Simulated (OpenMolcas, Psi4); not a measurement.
# How methods differ on C2HBF2 (SMILES C#CB(F)F)

C2HBF2 has 6 atoms, charge 0, and is taken as a singlet. As SMILES, `C#CB(F)F`. The shape is that of a PBE0-D4/def2-TZVP optimisation.

Each level gives the vertical energy of the triplet above the singlet (eV). The values are calculated.

```csv
level,kind,program,value (eV),CPU time (all runs)
HF/def2-SVPD,Hartree–Fock,OpenMolcas,4.50,42 s
SVWN5/def2-SVPD,LDA,OpenMolcas,5.04,86 s
PBE/def2-SVPD,GGA,Psi4,4.79,46 s
revPBE/def2-SVPD,GGA,Psi4,4.76,40 s
M06-L/def2-SVPD,meta-GGA,OpenMolcas,4.72,3 min
r2SCAN/def2-SVPD,meta-GGA,OpenMolcas,4.59,3.2 min
M06-2X/def2-SVPD,hybrid meta-GGA,OpenMolcas,4.99,2.8 min
PBE0/def2-SVPD,global hybrid,OpenMolcas,5.06,2.3 min
```

The values span 4.50 to 5.06 eV. Times are those of the runs behind each value, whatever else they computed, on shared processors of several kinds: orders of magnitude only.
